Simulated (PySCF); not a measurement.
TaH₆⁻: one-bond stretch

Level of theory: PySCF, PBE0, basis Ta def2-TZVPD with ECP60, H def2-TZVPD (scalar-relativistic core potentials, no spin–orbit coupling, density fitting).

Rigid scan from the singlet minimum (Ta–H 1.781 Å (×3), Ta–H 1.834 Å (×3); H–Ta–H 69.7° (×3), H–Ta–H 73.5° (×3), H–Ta–H 103.7° (×3), H–Ta–H 127.9° (×6)). Coordinate: the bond from Ta to the last atom (H) scaled, the rest fixed. Energies in kJ/mol from the minimum.

**Question.** Predict the curve at 0.92, 0.96, 1.00, 1.05, 1.12, 1.20, 1.35, 1.55, 1.80, 2.20.

**Answer.** 
| scale of one bond | E (kJ/mol) | dipole size (D, about the centre of mass) |
| --- | --- | --- |
| 0.92 | 12.7 | 2.29 |
| 0.96 | 2.9 | 2.13 |
| 1.00 | 0.0 | 1.97 |
| 1.05 | 3.6 | 1.81 |
| 1.12 | 17.8 | 1.68 |
| 1.20 | 41.6 | 1.69 |
| 1.35 | 94.2 | 2.24 |
| 1.55 | 161.5 | – |
| 1.80 | 229.3 | – |
| 2.20 | 302.3 | – |

At long bonds a restricted determinant can lie too high, and another spin state can fall below this curve.

Spin–orbit coupling, left out here, can matter for elements this heavy.
